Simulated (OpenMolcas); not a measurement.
Tc5+ (d2) among equal point charges was computed by CASSCF with the d shell active (OpenMolcas, ANO-RCC-VDZP on the metal). Its lowest spin-free states, and all those of the highest spin:

```json
{"2S+1": "3", "Degeneracy": "1", "E (cm-1)": "0.0"}
{"2S+1": "3", "Degeneracy": "2", "E (cm-1)": "1289"}
{"2S+1": "3", "Degeneracy": "1", "E (cm-1)": "4493"}
{"2S+1": "3", "Degeneracy": "2", "E (cm-1)": "4897"}
{"2S+1": "3", "Degeneracy": "1", "E (cm-1)": "9331"}
{"2S+1": "1", "Degeneracy": "1", "E (cm-1)": "13109"}
{"2S+1": "1", "Degeneracy": "1", "E (cm-1)": "13792"}
{"2S+1": "1", "Degeneracy": "2", "E (cm-1)": "14958"}
{"2S+1": "1", "Degeneracy": "1", "E (cm-1)": "16325"}
{"2S+1": "3", "Degeneracy": "2", "E (cm-1)": "17020"}
{"2S+1": "1", "Degeneracy": "2", "E (cm-1)": "20861"}
{"2S+1": "3", "Degeneracy": "1", "E (cm-1)": "20933"}
```

Is the site octahedral, tetrahedral or cube-like, axial, or of lower symmetry?

The states with 2S+1 = 3 have orbital degeneracies 1, 2, 1, 2, 1, 2, 1. There are pairs but no triples, so the site is axial: not cubic, but with a proper or improper axis of order three or more. The run had Tc5+ among 5 point charges of -1 e arranged as a square pyramid (C4v), 1.92 Å from the ion, with the axial distance 1.651 Å.

Spin-orbit coupling mixes the spin-free states strongly: the lowest level takes only 69 % from its leading state, an unlabelled state of the same spin as most of the rest. Without dynamic correlation the repulsion within the d shell is too large (B by tens of per cent), so at a given field states of lower spin stand too high. Point charges carry no covalency, so the field is a model and not that of real ligands. An unlabelled pair can be two single states that coincide in this model. No measured value stands beside these numbers.
